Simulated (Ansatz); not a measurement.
A nudged elastic band was laid between two geometries of CH₆OSn (9 atoms, charge 0, multiplicity 1).

These are results of Ansatz, RHF/def2-SVP, not measurements.

```
movable images  : 7
climbing image  : yes
spring          : 5.0 eV/Å²
optimiser       : quadratic models (default)
start path      : through a guess of the saddle point
force threshold : 0.03 eV/Å
iteration limit : 60
end points      : relaxed
```

Image 0:

```xyz
9
Properties=species:S:1:pos:R:3
Sn 0.352 0.047 -0.027
O 0.473 0.004 1.944
H -0.244 -0.367 2.434
H 1.973 0.201 -0.534
C -0.863 1.723 -0.617
H -1.895 1.579 -0.296
H -0.479 2.637 -0.163
H -0.849 1.839 -1.702
H -0.334 -1.438 -0.544
```

Image 8:

```xyz
9
Properties=species:S:1:pos:R:3
Sn 0.027 -0.242 -1.044
O 1.224 0.176 1.111
H 0.721 0.071 1.907
H 2.074 -0.216 1.259
C -1.058 1.663 -0.715
H -2.021 1.615 -1.233
H -1.260 1.840 0.343
H -0.500 2.512 -1.115
H -1.072 -1.194 -0.017
```

**Question.** What changes between the two ends?

**Answer.** Bonds broken: Sn1–H4. Bonds formed: O2–H4.

**Question.** Give the energies along the band, and the barrier.

**Answer.** The run converged. The highest image is number 5 of 0 to 8, 67.8 kcal/mol above the first end and 63.3 kcal/mol above the last; the last end lies 4.5 kcal/mol above the first. A structure lower than the first end lies on the path between it and the top, so the climb from that side starts below the end, which may itself be a saddle point or a shallow side well. Neighbouring images differ by up to 2.5 eV, so the band resolves the path poorly. A vibrational analysis at the climbing image gives 2 clearly imaginary modes (1889i, 65i cm⁻¹): a point of higher order, so a lower path passes nearby. The orbitals stay closed-shell, which can raise the energy where a bond breaks towards radicals; this wasn't checked here.

```csv
image,path coordinate (Å),energy (kcal/mol),Sn1–H4 (Å),O2–H4 (Å)
0,0.00,0.0,1.71,2.90
1,0.63,-0.2,1.71,2.98
2,1.26,-0.4,1.71,2.99
3,1.89,1.1,1.71,2.82
4,2.52,24.4,1.69,2.18
5,3.15,67.8,1.78,1.45
6,3.93,10.6,2.50,0.95
7,4.72,4.7,3.07,0.95
8,5.50,4.5,3.08,0.95
```

**Question.** What is the geometry of the highest image?

**Answer.** 
```xyz
9
Properties=species:S:1:pos:R:3
Sn 0.204 -0.005 -0.380
O 0.876 0.195 1.671
H 0.773 -0.495 2.315
H 1.726 -0.071 0.533
C -0.996 1.755 -0.770
H -2.049 1.505 -0.899
H -0.886 2.419 0.089
H -0.639 2.277 -1.658
H -0.872 -1.355 -0.406
```

Run time: 4.1 min on 1 thread of Arm Neoverse V1 (shared host), peak memory 0.16 GiB.
